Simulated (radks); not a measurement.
Values are calculated unless marked as measured or tabulated.
Task: Radial electron density D(r) = 4 pi r^2 rho(r) of an atom or ion with 3 electrons. Code: a radial shooting solver on a logarithmic mesh with Libxc functionals. Model: Dirac Kohn-Sham, BLYP, spin-unpolarised, spherical densities, finite nucleus; Fermi nuclear charge, rms radius of each element as measured or else 0.836 A^(1/3) + 0.57 fm.

| r (bohr) | D(r) (e/bohr) |
|---|---|
| 0.009287 | 0.2956 |
| 0.01022 | 0.3527 |
| 0.01134 | 0.4263 |
| 0.01249 | 0.5070 |
| 0.01374 | 0.6018 |
| 0.01513 | 0.7129 |
| 0.01679 | 0.8544 |
| 0.01848 | 1.007 |
| 0.02034 | 1.184 |
| 0.02257 | 1.406 |
| 0.02484 | 1.642 |
| 0.02735 | 1.911 |
| 0.0301 | 2.215 |
| 0.0334 | 2.586 |
| 0.03677 | 2.968 |
| 0.04047 | 3.389 |
| 0.04455 | 3.846 |
| 0.04943 | 4.379 |
| 0.05441 | 4.899 |
| 0.0599 | 5.438 |
| 0.06593 | 5.984 |
| 0.07316 | 6.567 |
| 0.08053 | 7.077 |
| 0.08864 | 7.538 |
| 0.09836 | 7.957 |
| 0.1083 | 8.243 |
| 0.1192 | 8.408 |
| 0.1312 | 8.432 |
| 0.1456 | 8.282 |
| 0.1602 | 7.974 |
| 0.1764 | 7.506 |
| 0.1942 | 6.893 |
| 0.2154 | 6.099 |
| 0.2371 | 5.287 |
| 0.261 | 4.448 |
| 0.2896 | 3.567 |
| 0.3188 | 2.832 |
| 0.3509 | 2.214 |
| 0.3863 | 1.737 |
| 0.4286 | 1.392 |
| 0.4718 | 1.220 |
| 0.5194 | 1.162 |
| 0.5717 | 1.180 |
| 0.6344 | 1.235 |
| 0.6983 | 1.277 |
| 0.7686 | 1.276 |
| 0.8461 | 1.217 |
| 0.9388 | 1.084 |
| 1.033 | 0.9141 |
| 1.138 | 0.7208 |
| 1.262 | 0.5139 |
| 1.389 | 0.3471 |
| 1.529 | 0.2159 |
| 1.684 | 0.1228 |
| 1.868 | 0.05973 |
| 2.056 | 0.02742 |
| 2.263 | 0.01114 |
| 2.491 | 0.003944 |
| 2.765 | 0.001085 |
| 3.043 | 0.0002794 |

What is the nuclear charge?

Result: Z = 8. The innermost maximum, from 1s, lies near gamma/Z bohr with gamma = sqrt(1 - (Z/c)^2) = 0.998, here 0.125 bohr (found: 0.127), and its height grows with Z. The density is that of the oxygen ion O5+ in [He] 2s1; the configuration itself is not fixed sharply by these data. D(r) has 2 maxima, at r = 0.127, 0.733 bohr, and minima at 0.528 bohr, inside which lie 2.09 electrons.
